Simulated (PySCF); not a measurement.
ClFTe. Atoms are numbered in the order given.

```xyz
3

Te     0.3298    -0.4133     0.0000
F     -1.4566    -1.1111     0.0000
Cl    -0.2375     1.8523     0.0000
```
Charge 0, spin multiplicity 1.

Geometry: B3LYP-D3(BJ)/def2-TZVP. The def2 effective core potentials stand for the cores of Te; spin–orbit coupling is left out.

These are B3LYP-D3(BJ)/def2-TZVP (PySCF) values and carry that method's errors.

Frequencies are harmonic and unscaled.

```csv
mode,ν (cm⁻¹),IR (km/mol),Raman (Å⁴/amu),depolarisation,moving atoms (share of kinetic energy)
1,164,3.5,2.6,0.69,"F 63 %, Cl 25 %, Te 11 %"
2,373,34.9,12.7,0.29,"Cl 77 %, Te 23 %"
3,608,73.2,9.2,0.29,"F 87 %, Te 13 %"
```
